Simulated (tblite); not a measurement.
Compound: C4H9NSi2.
Cartesian coordinates in Å at the GFN2-xTB level; atoms count from 1:
```
atom  x, y, z in Å
N1     3.7276    0.4809   -1.0754
C2     2.8543   -0.1348   -0.6640
C3     1.7491   -0.8647   -0.1399
Si4    0.4493    0.3371    0.6044
C5    -0.6231    1.1865   -0.7353
Si6   -2.1597    0.1265   -0.2720
C7    -1.1144   -0.6291    1.1529
H8     1.3015   -1.4527   -0.9416
H9     2.1117   -1.5494    0.6270
H10    1.0999    1.1886    1.6044
H11   -0.2714    1.0810   -1.7583
H12   -0.7651    2.2507   -0.5693
H13   -3.3267    0.8929    0.1630
H14   -2.5413   -0.8433   -1.3012
H15   -1.0339   -1.7129    1.1526
H16   -1.4653   -0.3484    2.1415
```

Level: GFN2-xTB in tblite, geometry and Hessian alike; calculated harmonic values, unscaled, isolated species. The method is semi-empirical: single wavenumbers can be off by several per cent or more. Modes of hydrogen on silicon can be 10 to 20 % off. One conformer, not necessarily the lowest.

Harmonic wavenumbers (cm⁻¹): 29.4, 49.9, 102.4, 177.8, 182.3, 347.2, 376.0, 432.8, 465.4, 485.6, 531.1, 596.8, 605.5, 611.0, 662.7, 677.4, 700.3, 722.3, 742.7, 758.3, 780.7, 802.6, 910.9, 954.1, 1020.5, 1073.8, 1084.6, 1089.6, 1170.9, 1411.6, 1461.4, 1466.1, 2238.3, 2245.4, 2262.3, 2399.9, 2979.3, 2986.1, 3008.8, 3011.6, 3022.3, 3025.2.

A = 4415, B = 920.2, C = 851.6 MHz; mass 127.027 u (most abundant isotopes); point group C1, symmetry number 1.

**Question.** Zero-point energy?

**Answer.** ½Σν̃ = 24831 cm⁻¹ = 297.05 kJ/mol.

**Question.** Give the ideal-gas entropy at 200 K and 1 bar in the rigid-rotor, harmonic-oscillator model (classical rotation).

**Answer.** Translation 160.97, rotation 116.02, vibration 76.66: S = 353.7 J/(mol K).

**Question.** And Cp and H(200 K) − H(0)?

**Answer.** Cp = 113.61 J/(mol K), of which vibrations give 80.35 (their classical limit is 42 R = 349.2); H(200 K) − H(0) = 14.46 kJ/mol without the zero-point energy, 7.81 from vibrations.

**Question.** Blend soft modes into free rotors: weight 1/[1 + (100 cm⁻¹/ν̃)⁴] for the oscillator and the rest for a rotor with moment μB/(μ + B), μ = h/(8π²ν), B = 10⁻⁴⁴ kg m². What vibrational entropy results?

**Answer.** 67.18 J/(mol K) in place of 76.66, which changes −T·S at 200 K by +1.89 kJ/mol.

**Question.** Which modes carry the vibrational entropy at 200 K?

**Answer.** 29.4 cm⁻¹: 21.25; 49.9 cm⁻¹: 16.88; 102.4 cm⁻¹: 11.04; 177.8 cm⁻¹: 6.81; 182.3 cm⁻¹: 6.63; 347.2 cm⁻¹: 2.58 J/(mol K); the other 36 give 11.47 together.

Hindered rotation and anharmonicity are outside this model. Other conformers, if any are populated, would add a mixing term that is left out. The structure is chiral; the term R ln 2 for an equal mix with its mirror image is left out.
